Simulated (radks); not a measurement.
Excited configurations of Zr30+: one electron is placed in a higher orbital outside [He] 2s2 2p5. The ground configuration is [Ne]. Method: scalar-relativistic Kohn-Sham, LDA (Slater exchange, Perdew-Wang correlation), spin-polarised, spherical densities, point nucleus; open shells are filled with parallel spins first (spin-orbit coupling, left out, can overturn this in heavy ions); computed with a radial shooting solver on a logarithmic mesh with Libxc functionals. Excitation = E - E(ground); binding = E(ion) - E, where the ion is the core of charge +31; n* = 31/sqrt(2 binding) in atomic units. These energies are relativistic, and a one-electron ion of charge +31 with no core already has n* below n in this formula (scalar-relativistic equation, point nucleus: 3s 2.981, 3d 2.996, 4p 3.988, 4d 3.995, 4f 3.997, 5s 4.978, 5d 4.994, 6s 5.977, 6p 5.986, 6d 5.993, 7s 6.977, 7d 6.992). The quantum defect is therefore taken as that value minus n*, so that it holds no relativistic shift of the bare ion.

[
 {"outer orbital": "3s", "excitation (eV)": "2146.1", "binding (eV)": "1667.2", "n*": "2.800", "quantum defect": "0.180", "eigenvalue (eV)": "-1641.9", "<r> (bohr)": "0.3811"},
 {"outer orbital": "3d", "excitation (eV)": "2311.0", "binding (eV)": "1502.3", "n*": "2.950", "quantum defect": "0.046", "eigenvalue (eV)": "-1469.9", "<r> (bohr)": "0.3229"},
 {"outer orbital": "4p", "excitation (eV)": "2937.6", "binding (eV)": "875.76", "n*": "3.864", "quantum defect": "0.124", "eigenvalue (eV)": "-862.74", "<r> (bohr)": "0.6922"},
 {"outer orbital": "4d", "excitation (eV)": "2972.1", "binding (eV)": "841.28", "n*": "3.942", "quantum defect": "0.052", "eigenvalue (eV)": "-827.28", "<r> (bohr)": "0.6556"},
 {"outer orbital": "4f", "excitation (eV)": "2992.3", "binding (eV)": "821.04", "n*": "3.991", "quantum defect": "0.007", "eigenvalue (eV)": "-805.24", "<r> (bohr)": "0.5747"},
 {"outer orbital": "5s", "excitation (eV)": "3245.0", "binding (eV)": "568.33", "n*": "4.796", "quantum defect": "0.181", "eigenvalue (eV)": "-560.64", "<r> (bohr)": "1.115"},
 {"outer orbital": "5d", "excitation (eV)": "3277.1", "binding (eV)": "536.28", "n*": "4.938", "quantum defect": "0.056", "eigenvalue (eV)": "-528.25", "<r> (bohr)": "1.084"},
 {"outer orbital": "6s", "excitation (eV)": "3423.8", "binding (eV)": "389.50", "n*": "5.794", "quantum defect": "0.183", "eigenvalue (eV)": "-384.37", "<r> (bohr)": "1.626"},
 {"outer orbital": "6p", "excitation (eV)": "3432.5", "binding (eV)": "380.85", "n*": "5.859", "quantum defect": "0.127", "eigenvalue (eV)": "-375.72", "<r> (bohr)": "1.632"},
 {"outer orbital": "6d", "excitation (eV)": "3442.0", "binding (eV)": "371.35", "n*": "5.934", "quantum defect": "0.059", "eigenvalue (eV)": "-366.11", "<r> (bohr)": "1.609"},
 {"outer orbital": "7s", "excitation (eV)": "3529.8", "binding (eV)": "283.52", "n*": "6.791", "quantum defect": "0.186", "eigenvalue (eV)": "-279.86", "<r> (bohr)": "2.235"},
 {"outer orbital": "7d", "excitation (eV)": "3541.1", "binding (eV)": "272.26", "n*": "6.930", "quantum defect": "0.063", "eigenvalue (eV)": "-268.55", "<r> (bohr)": "2.230"}
]

The Delta-SCF ionisation energy is 3813.3 eV (NIST Atomic Spectra Database: 3788 eV, semi-empirical). Self-interaction in the functional shifts the binding energies and quantum defects, so they are the method's values and not measured ones. Open shells are spherical and high-spin; term and fine-structure splittings are not resolved.
